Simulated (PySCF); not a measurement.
# Cu⁺ (copper, charge +1) across methods

[Ar] 3d9 4p1, one real determinant (an excited configuration). Calculation: PySCF 2.14, in aug-cc-pwCVTZ-DK; scalar relativity by spin-free X2C-1e.

| method | E (hartree) | mean ε 3d α (eV) | mean ε 3d β (eV) | mean ε 4p α (eV) | Σ⟨r²⟩ (bohr²) | ⟨S²⟩ |
| --- | --- | --- | --- | --- | --- | --- |
| PW91 | -1654.351 | -21.024 | -19.946 | -9.406 | 26.81 | 2.000 |
| PBE0 | -1653.950 | -23.720 | -22.517 | -9.957 | 26.87 | 2.000 |
| r2SCAN | -1654.158 | -21.205 | -20.056 | -9.494 | 26.61 | 2.001 |
| LDA | -1651.291 | -21.258 | -20.113 | -9.382 | 26.67 | 2.000 |
| UHF | -1652.69133 | -31.436 | -29.809 | -11.293 | 27.63 | 2.001 |
| BP86 | -1654.458 | -21.030 | -19.982 | -9.463 | 26.70 | 2.000 |
| PBE | -1653.945 | -20.929 | -19.839 | -9.350 | 26.85 | 2.000 |
| BHandHLYP | -1654.149 | -26.513 | -25.230 | -10.418 | 26.95 | 2.001 |

⟨L²⟩ = 8.01 against 12 for a pure F term, so this real determinant mixes terms.
